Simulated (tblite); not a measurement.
Species: C3H13NO2Si3.
Cartesian coordinates in Å at the GFN2-xTB level; atoms count from 1:
```
atom  x, y, z in Å
O1     0.0907   -0.1610    2.2626
Si2    0.1258   -0.7558    0.7431
O3     0.1393   -2.3695    0.8987
C4     1.6914   -0.3413   -0.2109
C5     2.6397    0.7188    0.2772
C6     1.8103    0.9701   -0.9363
N7    -1.2855   -0.1970   -0.1283
Si8   -1.6294   -1.0259   -1.6233
Si9   -2.2136    1.1262    0.5054
H10    0.0605    0.7811    2.3953
H11   -0.4177   -2.7715    1.5605
H12    2.1587   -1.1842   -0.7032
H13    3.6995    0.5527    0.1504
H14    2.3972    1.2463    1.1877
H15    2.2985    0.9818   -1.9000
H16    0.9860    1.6646   -0.8633
H17   -0.5108   -0.8320   -2.5499
H18   -2.8578   -0.4345   -2.1524
H19   -1.8274   -2.4520   -1.3542
H20   -3.1568    1.5479   -0.5237
H21   -2.9106    0.7188    1.7307
H22   -1.2984    2.2357    0.8322
```

Computed values, GFN2-xTB/tblite, gas phase, harmonic and unscaled. Against measured fundamentals such values can be off by several per cent, at times by over 20. Modes of hydrogen on silicon can be 10 to 20 % off. One conformer, not necessarily the lowest. The optimisation stopped once no atom felt more than 0.01 eV/Å.

Lowest wavenumbers of the output (negative numbers stand for imaginary wavenumbers):
```
mode    cm-1
  1     -26.3
  2      20.5
  3      35.2
  4      91.1
  5      95.6
  6     127.4
  7     148.0
  8     174.8
```

Question: Is this structure a minimum?

Answer: Not by this Hessian. 1 mode is imaginary beyond 20i (26i cm⁻¹), so at this level the point lies at or near a first-order saddle. The curvature is small, so loose convergence or finite differences may be the whole cause.

Question: Which atoms move in the imaginary mode?

Answer: 26i: C5 (three-membered-ring carbon) 18 %, H19 (Si–H hydrogen) 11 %, H17 (Si–H hydrogen) 11 %. These are shares of the mass-weighted motion.

Question: What is the remedy?

Answer: Step along that mode in both directions, optimise again with tighter thresholds and repeat the frequencies. The zero-point energy of this point (96.0 kcal/mol) counts the 59 real modes alone, and thermal corrections from it aren't those of a minimum.
